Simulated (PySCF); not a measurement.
C₆ coefficients of unlike pairs at PBE

Calculated with PySCF 2.14 from the dipole response of each species, C₆(A,B) = (3/π) ∫ α_A(iu) α_B(iu) du, in atomic units, from isotropic polarisabilities. For ions this is the dispersion term alone; charge-induced terms of lower order in 1/R come first.

```json
{"species": "Al³⁺", "configuration": "[Ne] (1S)", "basis": "def2-QZVPPD (10s6p5d2f1g)", "relativity": "none", "α (bohr³)": "0.2749", "C₆ (like pair)": "0.2508"}
{"species": "Ti³⁺", "configuration": "[Ar] 3d1 (2D)", "basis": "x2c-QZVPPall with one added diffuse shell each of s, p, d, f, g type (12s8p6d4f3g)", "relativity": "spin-free X2C", "α (bohr³)": "2.313", "C₆ (like pair)": "5.911"}
{"species": "Si²⁺", "configuration": "[Ne] 3s2 (1S)", "basis": "aug-cc-pwCVDZ (6s5p3d)", "relativity": "none", "α (bohr³)": "11.65", "C₆ (like pair)": "39.88"}
{"species": "Sr⁺", "configuration": "[Kr] 5s1 (2S)", "basis": "aug-cc-pVDZ-X2C (7s6p4d)", "relativity": "spin-free X2C", "α (bohr³)": "97.80", "C₆ (like pair)": "857.3"}
```

**Question.** Estimate C₆ for Sr⁺ with Ti³⁺.

**Answer.** The integral gives 43.12. The combination rule 2 C_A C_B / (C_A α_B/α_A + C_B α_A/α_B) gives 37.51 and the geometric mean 71.19.

No spin-orbit coupling is included.

The other pairs:

| pair | C₆ |
| --- | --- |
| Sr⁺, Al³⁺ | 5.849 |
| Si²⁺, Ti³⁺ | 12.61 |
| Ti³⁺, Al³⁺ | 1.088 |
| Sr⁺, Si²⁺ | 163.1 |
| Si²⁺, Al³⁺ | 1.842 |
